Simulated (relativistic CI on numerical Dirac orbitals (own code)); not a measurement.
## Os: what numerical and physical settings do to a radial Dirac CI calculation

Reference input:

```
atom Os  Z=76  charge=0  electrons=76
nucleus A=192  rms_radius_fm=5.4126
hamiltonian dirac-coulomb  breit=on  qed=on  c_scale=1
orbitals kli  potential=per-configuration
slater_scale 1
correlation none
mixing on
grid step=0.0125 r_max=259.4
scf mixing=0.4 start=green max_iterations=150 tolerance=2e-08 node_fill=0.05
configurations
  [Xe] 4f14 5d6 6s2
  [Xe] 4f14 5d7 6s
end
```

Computed lowest total energy -17239.37077 Ha, first excitation 2206.3 cm⁻¹, 35 SCF steps. Runs with settings changed; * marks those that are bad on purpose (the QED terms keep the true α when c is scaled):

| Changed | Outcome | Lowest level | ΔE (Ha) | First excitation (cm⁻¹) | SCF steps | Message |
| --- | --- | --- | --- | --- | --- | --- |
| speed of light × 2, start potential previous | converged | 5d7.6s 5F_5 | 745 | 922.0 | 23 |  |
| speed of light × 10, grid step 0.04 | converged | 5d7.6s 5F_5 | 947 | 37.2 | 26 |  |
| end of the grid at 129.7 bohr, SCF tolerance 0.0001 | converged | 5d6.6s2 5D_4 | -2.31e-06 | 2206.5 | 20 |  |
| node fill of the KLI weights 0 | converged | 5d6.6s2 5D_4 | 0.00796 | 2269.7 | 35 |  |
| node fill of the KLI weights 50 * | converged | 5d6.6s2 5D_4 | 1.44 | 1873.5 | 31 |  |
| configuration list: extra electron * | refused |  |  |  | 0 | configuration [Xe] 4f14 5d7 6s 7s has 77 electrons, the ion has 76 |

With so few configurations and no correlation, terms lie too far apart (by 10 to 50 % near neutrality), their order can be wrong, and levels of other configurations are missing.
